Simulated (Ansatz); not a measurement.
Geometry optimisation, RHF/6-31G* in Ansatz 0.2.0.

Input file:

```yaml
crystal:
  periodic: [false, false, false]
  atoms:
    - { symbol: Al, position_ang: [-0.099374, -0.276184, 0.022921] }
    - { symbol: O, position_ang: [-0.502075, -0.162411, 1.714782] }
    - { symbol: Si, position_ang: [-1.36669, -0.620026, 3.023026] }
    - { symbol: H, position_ang: [-2.311474, -1.702952, 2.687845] }
    - { symbol: H, position_ang: [-0.466557, -1.089515, 4.093771] }
    - { symbol: H, position_ang: [-2.132687, 0.538998, 3.528578] }
    - { symbol: H, position_ang: [1.363844, -0.491202, -0.471191] }
    - { symbol: Cl, position_ang: [-1.731634, -0.404741, -1.311802] }
    - { symbol: O, position_ang: [-0.123937, 2.580742, 0.806898] }
    - { symbol: H, position_ang: [-0.922494, 3.05942, 0.615905] }
    - { symbol: H, position_ang: [-0.313522, 2.042071, 1.595166] }
basis:
  gaussian: { orbitals: "6-31G*" }
hamiltonian:
  xc: hf
relax:
  f_tol: 0.03
  max_steps: 50
output:
  orbitals: {}
```

Command:

```bash
$ ansatz run input.yaml --threads 2 --pin off --max-ram 3072MiB --backend cpu --events-out ev --progress --plain --runs-dir out
```

Q: Where does it end, and by what steps?

A: The run converged. After 18 steps the energy has fallen by 0.820 eV; H10 moved furthest, 0.99 Å. Joined: Al1–O9 (2.96 → 1.99 Å).

```tsv
step	energy less start (eV)	largest force component (eV/Å)	accepted
0	0.0000	1.154	yes
1	-0.1255	1.728	yes
2	-0.3571	2.143	yes
3	-0.6410	1.550	yes
4	-0.7420	0.863	yes
5	-0.7867	0.445	yes
6	-0.8019	0.375	yes
7	-0.8076	0.145	yes
8	-0.8100	0.094	yes
9	-0.8116	0.142	yes
10	-0.8143	0.093	yes
11	-0.8128	0.165	no
12	-0.8165	0.041	yes
13	-0.8169	0.106	yes
14	-0.8182	0.079	yes
15	-0.8186	0.089	yes
16	-0.8197	0.038	yes
17	-0.8198	0.045	yes
18	-0.8200	0.021	yes
```

```xyz
11
Properties=species:S:1:pos:R:3
Al -0.218 0.197 0.280
O -0.769 -0.027 1.882
Si -1.406 -0.795 3.162
H -2.173 -1.989 2.755
H -0.345 -1.222 4.097
H -2.315 0.115 3.894
H 1.184 -0.353 -0.168
Cl -1.746 0.242 -1.237
O -0.023 2.170 0.478
H -0.466 2.698 -0.181
H -0.328 2.438 1.342
```

The run took 36 s on 2 threads of Arm Neoverse V1 (shared host), peak memory 0.2 GiB.
